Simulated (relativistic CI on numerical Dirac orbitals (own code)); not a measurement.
**Zn²⁺: computed level list**

These numbers are calculated, not measured: Dirac-Coulomb-Breit CI, separate exchange-only KLI orbitals for each configuration, model QED, valence Slater integrals scaled by 0.85, P86 correlation estimate, and configurations built on the next ion tied to the tabulated ionisation energy (semi-empirical) (own radial code, finite nucleus).

Configurations in the expansion (outside the closed core [Ar]): 3d10, 3d9 4s, 3d9 4p, 3d9 4d, 3d9 5s, 3d9 4f, 3d8 4s2, 3d9 5p, 3d8 4s 4p, 3d9 5d, 3d9 5f, 3d9 5g, 3d8 4p2, 3d8 4s 5s. Levels of other configurations are missing.

```csv
No.,Configuration,Term,J,E (cm⁻¹),%,Next component (%),Landé g
1,3d10,1S,0,0.0,100,,
2,3d9 4s,3D,3,84319.1,100,,1.334
3,3d9 4s,3D,2,85495.3,90,10 1D,1.150
4,3d9 4s,3D,1,87002.7,100,,0.498
5,3d9 4s,1D,2,89828.5,90,10 3D,1.016
6,3d9 4p,3P°,2,142471.7,98,2 3D°,1.493
7,3d9 4p,3P°,1,144548.1,97,2 3D°,1.479
8,3d9 4p,3F°,3,145252.2,70,27 1F°,1.068
9,3d9 4p,3F°,4,145718.2,100,,1.250
10,3d9 4p,3P°,0,145800.9,100,,
11,3d9 4p,3F°,2,146963.3,94,5 3D°,0.695
12,3d9 4p,1F°,3,148851.1,57,29 3D°,1.109
13,3d9 4p,1D°,2,149601.4,56,38 3D°,1.051
14,3d9 4p,3D°,3,150074.9,67,17 3F°,1.240
15,3d9 4p,3D°,1,151540.6,97,2 3P°,0.516
16,3d9 4p,3D°,2,152058.5,55,42 1D°,1.093
17,3d9 4p,1P°,1,152498.3,98,1 3P°,1.002
18,3d8 4s2‡,3F,4,178819.5,96,3 3d8 4p2 3F,1.249
19,3d8 4s2‡,3F,3,181193.0,97,3 3d8 4p2 3F,1.083
20,3d8 4s2‡,3F,2,182714.0,95,3 3d8 4p2 3F,0.670
21,3d8 4s2‡,1D,2,197121.8,77,18 3P,1.089
22,3d8 4s2‡,3P,2,201341.8,78,18 1D,1.406
23,3d8 4s2‡,3P,1,201803.8,96,3 3d8 4p2 3P,1.500
24,3d8 4s2‡,3P,0,202197.0,96,3 3d8 4p2 3P,
25,3d8 4s2‡,1G,4,207174.8,96,3 3d8 4p2 1G,1.000
26,3d9 4d,3S,1,215562.0,87,10 3P,1.920
27,3d9 5s,3D,3,216356.7,96,3 3d9 4d 3D,1.333
28,3d9 5s,3D,2,216850.3,56,39 1D,1.107
29,3d9 4d,3G,5,217370.2,100,,1.200
30,3d9 4d,3G,4,217569.5,60,39 1G,1.032
```

Energies count from the lowest computed level; ° marks odd parity. ‡ marks configurations that were not tied to measured data.

The mean weight of the leading LS term, summed over parents, in these 30 levels is 87 %, and that of the leading jj configuration (from the same eigenvectors) 76 %, so LS coupling describes them better.

Configurations that consist of the next ion and one excited electron were tied to the tabulated ionisation energy; Rydberg ones are usually within 1,000 to 3,000 cm⁻¹ and the lowest ones within about 6,000 (9,000 in d shells), while levels on excited terms of the next ion carry the error of that term, and the other configurations can be misplaced by 10,000 cm⁻¹ or more. Rates follow the energies as ν³ (E1, M1) or ν⁵ (E2), so rates, branching and lifetimes can be off by large factors. The fine structure of a lone outer electron comes out too small, for d and f at times inverted, and misplaced configurations move strength between like terms. 45 of the 56 excited levels that our extract of the measured tables holds in this range could be paired (the sources list more); they are missed by 4847 cm⁻¹ on average and 13962 at most, and levels without a partner can miss by more.

LS names give the leading component of a level, which can be under half, so a name can repeat, a term be missing and a line seem to break the LS rules.
